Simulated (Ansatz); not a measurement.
Consider the formal hydrolysis of the Si–C bond: `C[SiH]1[SiH2]S1` + H₂O → `O[SiH]1[SiH2]S1` + CH₄.

Computed with Ansatz on PBE0-D4/def2-TZVP structures; ΔE is electronic, products minus reactants. CCSD(T)/CBS adds triple-zeta CCSD(T) − MP2 to the extrapolated MP2 energy (def2 sets, frozen cores). This one scheme is used for every species. DFT in def2-TZVPP. B3LYP here is the variant with VWN-RPA as its local correlation; programs differ in this. HSE06 is defined as in plane-wave codes. One conformer a species, not always the lowest.

| level | ΔE (kcal/mol) | difference from CCSD(T)/CBS |
| --- | --- | --- |
| LDA (SPW92) | -22.0 | 0.1 |
| PBE-D4 | -21.4 | 0.7 |
| revPBE-D4 | -20.9 | 1.2 |
| BLYP-D4 | -23.8 | -1.7 |
| B97M-V | -24.4 | -2.3 |
| PBE0-D4 | -21.3 | 0.8 |
| B3LYP-D4 | -23.7 | -1.6 |
| r2SCANh-D4 | -23.4 | -1.3 |
| r2SCAN0-D4 | -23.1 | -1.0 |
| HSE06-D4 | -21.3 | 0.8 |
| BHLYP-D4 | -24.3 | -2.2 |
| CAM-B3LYP-D4 | -24.4 | -2.3 |
| ωB97X-V | -23.0 | -0.9 |
| B2PLYP | -24.3 | -2.2 |
| PBE-QIDH | -22.2 | -0.1 |
| PBE | -22.0 | 0.1 |
| BLYP | -24.9 | -2.8 |
| r2SCAN | -23.9 | -1.8 |
| PBE0 | -21.9 | 0.2 |
| B3LYP | -24.7 | -2.6 |
| r2SCANh | -23.6 | -1.5 |
| r2SCAN0 | -23.4 | -1.3 |
| HSE06 | -21.8 | 0.3 |
| BHLYP | -25.2 | -3.1 |
| CAM-B3LYP | -25.0 | -2.9 |
| LC-ωPBE | -22.3 | -0.2 |
| RPA@PBE/def2-TZVPP | -22.5 | -0.4 |
| HF/def2-SVP | -23.7 | -1.6 |
| MP2/def2-SVP | -22.4 | -0.3 |
| CCSD/def2-SVP | -22.1 | 0.0 |
| HF/def2-TZVPP | -26.1 | -4.0 |
| MP2/def2-TZVPP | -22.7 | -0.6 |
| SCS-MP2/def2-TZVPP | -23.6 | -1.5 |
| CCSD/def2-TZVPP | -22.9 | -0.8 |
| CCSD(T)/def2-TZVPP | -22.6 | -0.5 |
| HF/def2-QZVPP | -26.2 | -4.1 |
| MP2/def2-QZVPP | -22.4 | -0.3 |
| HF/CBS(def2) | -26.2 | -4.1 |
| MP2/CBS(def2) | -22.2 | -0.1 |
| CCSD/CBS(def2) | -22.4 | -0.3 |
| CCSD(T)/CBS | -22.1 | 0 |

Q: What do rigid-rotor, harmonic-oscillator terms from PBE0-D4/def2-TZVP frequencies (298.15 K, 1 bar) make of the CCSD(T)/CBS value? (Estimate.)

A: Computed: ΔZPE = +0.6 kcal/mol, ΔH = -21.8 kcal/mol, ΔS = -13 J/(mol·K), ΔG = -20.9 kcal/mol.

Largest T1 diagnostic among the species: 0.014.

In def2-TZVPP, CCSD(T) changes the Hartree–Fock value by +3.5 kcal/mol (the triples alone add +0.3 kcal/mol) and MP2 by +3.4 kcal/mol. Leaving LDA and LC-ωPBE aside and taking each functional with its dispersion term where it has one, the values spread over 3.5 kcal/mol, from B97M-V to revPBE-D4. The D4 term adds +0.9 kcal/mol with B3LYP and +0.6 kcal/mol with PBE0; it sums over pairs of atoms, weighted by their polarisabilities, and B3LYP, whose exchange is more repulsive, gets the larger term.
